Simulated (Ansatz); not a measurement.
Reaction (germylene formation by 1,1-elimination): `[F][GeH2][GaH2]` → `[GaH3]` + `[F][GeH]`

Program: Ansatz. Geometries: PBE0-D4/def2-TZVP. ΔE: electronic, gas phase. CCSD(T)/CBS adds triple-zeta CCSD(T) − MP2 to the extrapolated MP2 energy (def2 sets, frozen cores). Functionals use def2-TZVPP. For Ga, Ge outer-core shells are correlated without core-valence functions, which leaves a few kJ/mol of doubt a bond. Scalar relativity is left out up to krypton.

```json
{"level": "CAM-B3LYP", "ΔE (kJ/mol)": "134.9"}
{"level": "SCS-MP2/def2-TZVPP", "ΔE (kJ/mol)": "151.4"}
```

Question: What does CCSD(T)/CBS give? (Best estimate.)

Answer: Ansatz gave: +149.0 kJ/mol. The listed levels differ from it by -14.1, 2.4 kJ/mol.

Question: What do rigid-rotor, harmonic-oscillator terms from PBE0-D4/def2-TZVP frequencies (298.15 K, 1 bar) make of the CCSD(T)/CBS value? (Estimate.)

Answer: Computed: ΔZPE = -12.9 kJ/mol, ΔH = +138.6 kJ/mol, ΔS = 133 J/(mol·K), ΔG = +99.0 kJ/mol.

Largest T1 diagnostic among the species: 0.014.

Leaving LDA and LC-ωPBE aside and taking each functional with its dispersion term where it has one, the values, not all of them listed here, spread over 48.6 kJ/mol, from BLYP-D4 to PBE-QIDH. LDA lies +35.2 kJ/mol from PBE without D4. At CCSD(T), def2-SVP lies −7.6 kJ/mol from the extrapolated value and def2-TZVPP +5.5 kJ/mol. From r2SCAN to r2SCAN0 (25 % exact exchange), in def2-TZVPP and without D4, ΔE moves by +5.3 kJ/mol.
